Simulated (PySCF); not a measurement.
difluoromethyl(methyl)silane (C₂H₆F₂Si), SMILES C([SiH2]C)(F)F. Atoms are numbered in the order given.

```xyz
11

C      0.9619     1.7562     0.0000
Si    -0.7061     0.8989     0.0000
C     -0.3725    -0.9970     0.0000
F      0.3722    -1.3163    -1.1086
F      0.3722    -1.3163     1.1086
H      1.5361     1.4591     0.8913
H      0.8563     2.8520     0.0000
H      1.5361     1.4591    -0.8913
H     -1.5073     1.2179    -1.2163
H     -1.5073     1.2179     1.2163
H     -1.2647    -1.6510     0.0000
```
Charge 0, spin multiplicity 1.

Geometry optimised at B3LYP-D3(BJ)/def2-SVP. One conformer was computed; it need not be the lowest.

Method: TDDFT-PBE0/def2-SVPD (PySCF 2.14.0).

Vertical excitations. Gas-phase values at a fixed geometry. State labels are in the subgroup Cs.

Task: Estimate the UV-visible absorptions. (The exact figures need the calculation; the answer reports its results.)

Result: 
```csv
state,symmetry,energy (eV),λ (nm),f,main pairs
S1,A',7.70,161,0.009,HOMO→LUMO 93 %
S2,A',8.02,155,0.043,HOMO→LUMO+1 95 %
S3,A",8.17,152,0.005,HOMO→LUMO+3 95 %
S4,A',8.64,143,0.082,"HOMO−1→LUMO 57 %, HOMO→LUMO+2 34 %"
S5,A",8.69,143,0.002,HOMO−2→LUMO 90 %
S6,A',8.77,141,0.119,"HOMO→LUMO+2 54 %, HOMO−1→LUMO 37 %"
S7,A',8.92,139,0.033,HOMO−1→LUMO+1 79 %
S8,A',9.02,137,0.033,HOMO→LUMO+4 94 %
S9,A",9.07,137,0.055,"HOMO−2→LUMO+1 77 %, HOMO−1→LUMO+3 12 %"
S10,A",9.37,132,0.066,"HOMO−1→LUMO+3 61 %, HOMO−2→LUMO+2 23 %, HOMO−2→LUMO+1 10 %"
T1,A',7.29,170,0,HOMO→LUMO 86 %
T2,A",7.49,166,0,HOMO→LUMO+3 93 %
T3,A',7.55,164,0,HOMO→LUMO+1 86 %
T4,A',8.04,154,0,HOMO−1→LUMO 86 %
```
Triplets are in the Tamm–Dancoff approximation, which puts them higher than full response would, so one can lie above its singlet here.
